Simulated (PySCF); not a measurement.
PySCF input for Co(OH)3 (CoH3O3), SMILES [OH][Co]([OH])[OH] (connectivity only; charge and spin as stated), neutral, multiplicity 5, PBE0-D3(BJ)/def2-SVP. Geometry optimised at PBE0-D3(BJ)/def2-SVP. The multiplicity is an assumed one; other spin states were not compared. One conformer was computed; it need not be the lowest.

```python
import numpy as np
from pyscf import gto, scf, dft, df
from pyscf.hessian import thermo

mol = gto.M(
    atom='''
    Co    0.01442734    0.01359743    0.00000000
    O     1.26197786   -1.23156600    0.00000000
    H     1.08685669   -2.17792850    0.00000000
    O     0.53499199    1.69491741    0.00000000
    H    -0.12435153    2.39864602    0.00000000
    O    -1.69857957   -0.38226884    0.00000000
    H    -2.13916556   -1.23650862    0.00000000
    ''',
    basis='def2-SVP',
    charge=0,
    spin=4,
    max_memory=1600,
    verbose=3,
)
mf = dft.UKS(mol, xc='pbe0').density_fit(auxbasis='def2-universal-jkfit')
mf.disp = 'd3bj'
mf.grids.level = 3
mf.conv_tol = 1e-11
mf.max_cycle = 100
mf.kernel()
fine, coarse = mf.grids, dft.Grids(mol).set(level=1).build(with_non0tab=True)
for _ in range(3):  # follow internal instabilities
    mf.grids = coarse
    mo, _, stable, _ = mf.stability(return_status=True, nroots=4)
    mf.grids = fine
    if stable:
        break
    mf.kernel(mf.make_rdm1(mo, mf.mo_occ))

# [left out here: the lines that compute and print the analytic Hessian (its translational invariance restored by hand, since the grid's response is missing), thermochemistry and intensities]
```

It prints:

```

WARN: HOMO 0.256886086690051 >= LUMO 0.0465472144849164


WARN: HOMO -0.72474280421585 >= LUMO -1.070423755257


WARN: HOMO -0.684175842003267 >= LUMO -0.684470927667373


WARN: HOMO -0.296646371489523 >= LUMO -0.506989172511879


WARN: HOMO -0.467988632795909 >= LUMO -0.475613695252203


WARN: HOMO 0.389124884062829 >= LUMO 0.0181983932127228

converged SCF energy = -1609.42536416105  <S^2> = 6.0131429  2S+1 = 5.0052544
<class 'pyscf.df.df_jk.DFUKS'> wavefunction is stable in the internal stability analysis

WARN: DFTD3 does not support analytical Hessian, using finite difference


WARN: Mole.unit (angstrom) is changed to Bohr

Mode                                 0                   1                   2
Irrep
Freq [cm^-1]                      101.7186            136.3792            177.3656
Reduced mass [au]                   1.3924              4.7092              5.3949
Force const [Dyne/A]                0.0085              0.0516              0.1000
Char temp [K]                     146.3504            196.2193            255.1896
Normal mode                   x     y     z       x     y     z       x     y     z
       0  Co                -0.00 -0.00  0.05    0.00 -0.05 -0.00    0.05  0.00 -0.00
       1   O                 0.00  0.00 -0.04    0.10  0.05 -0.00   -0.06 -0.12  0.00
       2   H                 0.00  0.00 -0.22    0.21  0.03  0.00   -0.21 -0.09  0.00
       3   O                 0.00 -0.00 -0.08   -0.06 -0.03  0.00   -0.14  0.07  0.00
       4   H                 0.00  0.00 -0.15   -0.14 -0.10 -0.00   -0.28 -0.06  0.00
       5   O                -0.00  0.00 -0.00   -0.04  0.16 -0.00    0.05  0.04  0.00
       6   H                -0.00  0.00 -0.80   -0.20  0.24  0.00   -0.01  0.06 -0.00
Mode                                 3                   4                   5
Irrep
Freq [cm^-1]                      197.2827            252.5100            371.1567
Reduced mass [au]                   1.8126              1.4493              1.2010
Force const [Dyne/A]                0.0416              0.0544              0.0975
Char temp [K]                     283.8459            363.3056            534.0119
Normal mode                   x     y     z       x     y     z       x     y     z
       0  Co                 0.00  0.00  0.06    0.00  0.00  0.04    0.00 -0.00  0.02
       1   O                -0.00 -0.00 -0.04   -0.00 -0.00 -0.11    0.00 -0.00 -0.01
       2   H                -0.00 -0.00 -0.48   -0.00 -0.00  0.78   -0.00 -0.00  0.14
       3   O                -0.00  0.00 -0.06   -0.00  0.00 -0.01   -0.00  0.00 -0.09
       4   H                -0.00 -0.00 -0.18   -0.00  0.00 -0.24   -0.00 -0.00  0.90
       5   O                 0.00  0.00 -0.11    0.00 -0.00 -0.06   -0.00  0.00 -0.04
       6   H                -0.00  0.00  0.52    0.00 -0.00  0.07    0.00 -0.00  0.02
Mode                                 6                   7                   8
Irrep
Freq [cm^-1]                      420.0943            508.5205            634.3130
Reduced mass [au]                   1.2097              1.2925              1.2409
Force const [Dyne/A]                0.1258              0.1969              0.2942
Char temp [K]                     604.4221            731.6478            912.6352
Normal mode                   x     y     z       x     y     z       x     y     z
       0  Co                -0.01  0.00  0.00    0.00 -0.00  0.00    0.01  0.01  0.00
       1   O                 0.01  0.01 -0.00   -0.11  0.01 -0.00    0.00 -0.04 -0.00
       2   H                -0.20  0.04  0.00    0.82 -0.15  0.00    0.27 -0.08 -0.00
       3   O                 0.00 -0.00 -0.00    0.02  0.03 -0.00   -0.09 -0.04 -0.00
       4   H                 0.09  0.07  0.00   -0.15 -0.12 -0.00    0.61  0.59  0.00
       5   O                 0.08 -0.06 -0.00    0.04 -0.02 -0.00    0.01  0.02 -0.00
       6   H                -0.78  0.40 -0.00   -0.15  0.08  0.00    0.04  0.00 -0.00
Mode                                 9                  10                  11
Irrep
Freq [cm^-1]                      657.5750            721.9400            747.8450
Reduced mass [au]                   7.2742              7.9594              5.1586
Force const [Dyne/A]                1.8532              2.4442              1.6998
Char temp [K]                     946.1041           1038.7110           1075.9824
Normal mode                   x     y     z       x     y     z       x     y     z
       0  Co                -0.00 -0.00 -0.00   -0.07  0.01 -0.00    0.01  0.07  0.00
       1   O                 0.09 -0.10  0.00    0.08 -0.09  0.00    0.06 -0.07  0.00
       2   H                 0.14 -0.11 -0.00    0.10 -0.09 -0.00    0.17 -0.09 -0.00
       3   O                 0.04  0.14  0.00    0.01  0.01  0.00   -0.03 -0.14 -0.00
       4   H                 0.02  0.12 -0.00   -0.08 -0.07  0.00   -0.16 -0.27  0.00
       5   O                -0.12 -0.04  0.00    0.15  0.04  0.00   -0.06 -0.03  0.00
       6   H                -0.18 -0.01  0.00    0.23  0.00  0.00   -0.14  0.02 -0.00
Mode                                12                  13                  14
Irrep
Freq [cm^-1]                     3895.2333           3920.9016           3939.9534
Reduced mass [au]                   1.0670              1.0674              1.0680
Force const [Dyne/A]                9.5388              9.6682              9.7681
Char temp [K]                    5604.3734           5641.3045           5668.7157
Normal mode                   x     y     z       x     y     z       x     y     z
       0  Co                -0.00 -0.00  0.00    0.00 -0.00 -0.00    0.00 -0.00 -0.00
       1   O                 0.00  0.00 -0.00    0.01  0.06 -0.00   -0.00 -0.01  0.00
       2   H                -0.01 -0.06 -0.00   -0.16 -0.94  0.00    0.02  0.12 -0.00
       3   O                -0.04  0.05  0.00    0.00 -0.00  0.00   -0.00  0.00  0.00
       4   H                 0.65 -0.71 -0.00   -0.04  0.04  0.00    0.03 -0.03  0.00
       5   O                 0.00  0.00 -0.00   -0.00 -0.01 -0.00   -0.03 -0.05 -0.00
       6   H                -0.02 -0.03 -0.00    0.06  0.11  0.00    0.45  0.85  0.00
temperature 298.1500 [K]
pressure 101325.00 [Pa]
Rotational constants [GHz] 6.16045 5.96754 3.03123
Symmetry number 1
Zero-point energy (ZPE) 0.03801 [Eh]   99785.237 [J/mol]
                           tot       elec      trans        rot        vib
Entropy [J/mol/K]       355.915     13.382    167.364    106.567     68.602
Cv [J/mol/K]             95.767      0.000     12.472     12.472     70.823
Cp [J/mol/K]            104.081      0.000     20.786     12.472     70.823
Internal energy [J/mol]                      3718.434   3718.434 111238.524
Internal energy [Eh]   -1609.38016  -1609.42536
Enthalpy [J/mol]                             6197.391   3718.434 111238.524
Enthalpy [Eh]          -1609.37922
Gibbs free energy [J/mol]                  -43702.055 -28054.598  90784.743
Gibbs free energy [Eh] -1609.41964
mode   freq/cm-1   IR/(km/mol)
   1      101.72        68.371
   2      136.38        12.343
   3      177.37         2.619
   4      197.28        15.837
   5      252.51       107.619
   6      371.16       195.681
   7      420.09       216.988
   8      508.52        92.791
   9      634.31       157.394
  10      657.58         0.777
  11      721.94        95.915
  12      747.84        74.994
  13     3895.23       169.962
  14     3920.90       109.532
  15     3939.95       164.777
max |gradient| / (hartree/bohr): 0.00010921020510454223
APT charges: [ 1.3922 -0.7779  0.3124 -0.7669  0.3172 -0.8071  0.33  ]
```

The calculation finished and met its thresholds.
